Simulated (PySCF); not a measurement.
Compound: C2H7OPSi.
SMILES with atom numbers: `[CH2:1]=[CH:2][Si@@H:3]([OH:4])[PH2:5]` (hydrogens: H6, H7 on C1; H8 on C2; H9 on Si3; H10 on O4; H11, H12 on P5)

A GFN2-xTB structure was refined with PBE0-D3(BJ)/def2-SVP geometry optimisation, gas phase (PySCF). Its GFN2-xTB values:

| coordinate | GFN2-xTB |
| --- | --- |
| C1=C2 | 1.323 Å |
| C1–H6 | 1.078 Å |
| C1–H7 | 1.080 Å |
| C2–Si3 | 1.887 Å |
| C2–H8 | 1.085 Å |
| Si3–O4 | 1.630 Å |
| Si3–P5 | 2.242 Å |
| Si3–H9 | 1.470 Å |
| O4–H10 | 0.954 Å |
| P5–H11 | 1.385 Å |
| P5–H12 | 1.385 Å |
| C1–C2–Si3 | 125.5° |
| C2–Si3–O4 | 111.0° |
| C2–Si3–P5 | 109.6° |
| O4–Si3–P5 | 101.0° |
| C1–C2–Si3–O4 | 157° |

Q: How do these coordinates change at the PBE0-D3(BJ)/def2-SVP level?

A: 
```
  coordinate  PBE0-D3(BJ)/def2-SVP (Å or °)  change
      P5–H12                          1.431  +0.046
      P5–H11                          1.429  +0.044
      Si3–O4                          1.670  +0.040
      Si3–H9                          1.500  +0.030
      C2–Si3                          1.865  -0.022
       C1–H6                          1.097  +0.019
       C1–H7                          1.096  +0.016
       C1=C2                          1.339  +0.016
       C2–H8                          1.099  +0.014
      Si3–P5                          2.254  +0.012
      O4–H10                          0.962  +0.008
   C1–C2–Si3                          122.6    -2.9
   O4–Si3–P5                          103.9    +2.9
   C2–Si3–O4                          112.7    +1.7
   C2–Si3–P5                          108.6    -1.0
C1–C2–Si3–O4                            122     -35
```

The energy falls by 0.181 eV over 9 energy and gradient evaluations, the largest force component goes from 0.0205 to 4.3e-04 Eh/bohr, and the atoms move by 0.361 Å rms after alignment. The bond that changes most is P5–H12 (three-coordinate phosphorus to P–H hydrogen), which lengthens by 0.046 Å. Bonds longer at the end by more than 0.005 Å: 10 of 11; shorter: 1. Among the dihedrals that turn most is C1–C2–Si3–H9, from 36° to 0°. Rotational constants go from 3900, 2099, 1499 to 4117, 1965, 1462 MHz.

The run used 113 basis functions and 65 SCF cycles in all. On x86-64 server, one thread, on a shared host, this took 44 s of wall time.

No frequency check. One conformer, not necessarily the lowest.
